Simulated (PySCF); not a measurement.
Isomers of CH11NSi3, one GFN2-xTB conformer each. Single-point energies are computed at PBE0/pcSseg-1 (PySCF, gas phase, no added dispersion term), electronic only.

Question: Rank them by PBE0/pcSseg-1 energy, lowest first (kcal/mol).
A. `[CH3:1][Si:2]([NH2:3])([SiH3:4])[SiH3:5]` with C1–Si2–N3–H 177° and -44°
B. `[SiH3:1][CH2:2][NH:3][SiH2:4][SiH3:5]` with Si1–C2–N3–Si4 90°, C2–N3–Si4–Si5 52°
C. `[CH3:1][SiH2:2][SiH2:3][NH:4][SiH3:5]` with C1–Si2–Si3–N4 164°, Si2–Si3–N4–Si5 47°
D. `[SiH3:1][NH:2][CH:3]([SiH3:4])[SiH3:5]` with Si1–N2–C3–Si4 43°
E. `[CH3:1][SiH2:2][NH:3][SiH2:4][SiH3:5]` with C1–Si2–N3–Si4 -8°, Si2–N3–Si4–Si5 62°

Answer: E (0.0), C (1.8), A (8.2), B (32.5), D (36.3).

As drawn, the lowest has an Si–Si bond, which the highest lacks. Neighbours under 2.5 kcal/mol apart (C[SiH2]N[SiH2][SiH3] and C[SiH2][SiH2]N[SiH3]) can change places with a better method, another conformer or zero-point energy. GFN2-xTB itself gives, in the same order: 0.1, 0.0, 30.7, 18.8, 13.9. GFN2-xTB puts C[SiH2][SiH2]N[SiH3] lowest instead; measured from each level's own lowest isomer, the values differ by up to 22.5 kcal/mol (C[Si](N)([SiH3])[SiH3]: 30.7 against 8.2).

Which frontier levels, dipoles and rotational constants go with these structures?

```json
{"SMILES": "C[SiH2]N[SiH2][SiH3]", "HOMO (eV, PBE0/pcSseg-1)": "-7.06", "LUMO (eV)": "-0.36", "dipole (D)": "0.48", "A, B, C (MHz)": "3344, 1368, 1093"}
{"SMILES": "C[SiH2][SiH2]N[SiH3]", "HOMO (eV, PBE0/pcSseg-1)": "-7.20", "LUMO (eV)": "-0.49", "dipole (D)": "0.69", "A, B, C (MHz)": "4885, 1050, 904.6"}
{"SMILES": "C[Si](N)([SiH3])[SiH3]", "HOMO (eV, PBE0/pcSseg-1)": "-6.89", "LUMO (eV)": "-0.40", "dipole (D)": "1.49", "A, B, C (MHz)": "2412, 1510, 1281"}
{"SMILES": "[SiH3]CN[SiH2][SiH3]", "HOMO (eV, PBE0/pcSseg-1)": "-6.48", "LUMO (eV)": "-0.27", "dipole (D)": "0.91", "A, B, C (MHz)": "4291, 1014, 928.0"}
{"SMILES": "[SiH3]NC([SiH3])[SiH3]", "HOMO (eV, PBE0/pcSseg-1)": "-6.55", "LUMO (eV)": "-0.02", "dipole (D)": "0.92", "A, B, C (MHz)": "2531, 1711, 1176"}
```

As an exercise, what shares would exp(−E/RT) give at 2000 K from these electronic energies alone (no entropy, no degeneracies)?

RT = 3.974 kcal/mol: C[SiH2]N[SiH2][SiH3] 56.8 %, C[SiH2][SiH2]N[SiH3] 35.9 %, C[Si](N)([SiH3])[SiH3] 7.3 %, [SiH3]CN[SiH2][SiH3] under 0.1 %, [SiH3]NC([SiH3])[SiH3] under 0.1 %.
